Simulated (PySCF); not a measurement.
C₇H₇IrO₄, SMILES [C-](->[Ir]1(<-[O]=C(C=C([O]1)C)C)<-[C-]#[O+])#[O+], multiplicity 1. The structure is a stationary point at PBE0-D3(BJ)/def2-SVP. The multiplicity is an assumed one; other spin states were not compared. The isomer is the one that the SMILES or the coordinates give; other isomers of the formula were not compared. The def2 effective core potentials stand for the cores of Ir; spin–orbit coupling is left out. The values are those of a single conformer.

Computed equilibrium geometry at PBE0-D3(BJ)/def2-SVP (PySCF confirms it by a frequency run) as a Z-matrix, and its point group (one conformer of several):
point group Cs.
```
C
H 1 1.0894
C 1 1.4015 2 117.69
O 3 1.2720 1 125.44 2 -179.99
C 1 1.4015 2 117.69 3 179.99
O 5 1.2720 1 125.44 2 179.99
C 3 1.4990 4 114.58 1 179.98
H 7 1.0965 3 112.73 4 179.74
H 7 1.1006 8 109.53 3 121.60
H 7 1.1007 8 109.50 9 116.83
C 5 1.4990 6 114.58 1 -179.98
H 11 1.0965 5 112.73 6 -179.74
H 11 1.1006 12 109.53 5 -121.60
H 11 1.1007 12 109.50 13 -116.83
Ir 4 2.0475 3 128.64 1 0.00
C 15 1.8424 6 91.33 5 -179.99
O 16 1.1457 6 131.43 5 -179.96
C 15 1.8424 16 90.11 6 180.00
O 18 1.1457 16 136.34 17 0.00
```
